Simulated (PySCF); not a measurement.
Compound: trans-[OsO2Cl4]2- (charge -2 and triplet state).
Structure used (PBE0-D3(BJ)/def2-SVP), in Å, numbered top down from 1:
```
atom  x, y, z in Å
Os1    0.000    0.000    0.000
O2    -0.007   -0.008    1.725
O3     0.017    0.006   -1.725
Cl4    2.573    0.008    0.022
Cl5   -2.573   -0.006   -0.021
Cl6   -0.012    2.548    0.008
Cl7    0.002   -2.547   -0.009
```

Computed, not measured: PBE0-D3(BJ)/def2-SVP geometry optimisation, gas phase, def2 core potentials past Kr (PySCF).

Q: Which atoms are bound to Os1, and at what distances?

A: 6 atoms: O3 1.725 Å, O2 1.725 Å, Cl7 2.547 Å, Cl6 2.548 Å, Cl5 2.573 Å, Cl4 2.573 Å.

Q: List the angles at Os1.

A: 
| angle | degrees | distance of the outer atoms (Å) |
| --- | --- | --- |
| Cl4–Os1–Cl5 | 180.0 | 5.15 |
| Cl6–Os1–Cl7 | 179.8 | 5.09 |
| O2–Os1–O3 | 179.7 | 3.45 |
| O2–Os1–Cl5 | 90.2 | 3.10 |
| Cl4–Os1–Cl7 | 90.1 | 3.62 |
| Cl4–Os1–Cl6 | 90.1 | 3.62 |
| O3–Os1–Cl5 | 90.1 | 3.10 |
| O2–Os1–Cl6 | 90.1 | 3.08 |
| O3–Os1–Cl7 | 90.0 | 3.08 |
| O3–Os1–Cl6 | 90.0 | 3.08 |
| O2–Os1–Cl7 | 89.9 | 3.08 |
| O3–Os1–Cl4 | 89.9 | 3.10 |
| Cl5–Os1–Cl7 | 89.9 | 3.62 |
| Cl5–Os1–Cl6 | 89.9 | 3.62 |
| O2–Os1–Cl4 | 89.8 | 3.09 |

Q: What is the shape at Os1?

A: Octahedral: the three widest angles are 180.0°, 179.8° and 179.7°, the others run from 89.8° to 90.2°. The Os–Cl distances aren't all alike: 2.547 to 2.573 Å.

Q: What are the rotational constants (commonest isotopes, rigid rotor)?

A: A = 920.4, B = 905.4, C = 551.2 MHz: a near-oblate asymmetric top.

Point group: D2h (tolerance 0.08 Å). Charge -2, triplet. ⟨S²⟩ = 2.024 (exact for a triplet: 2.00). Whether so highly charged an anion holds all its electrons in the gas phase wasn't checked; a finite basis holds them in any case. No counter-ion or solvent screens the charge of this multiply charged ion. The geometry's basis has no diffuse functions, a weakness for an anion. Stationary, but not proved a minimum.

Neither the SCF state along the optimisation nor the shape of the open-shell metal species was proved the lowest: other solutions of the same spin, or a structure of lower symmetry, can lie below.
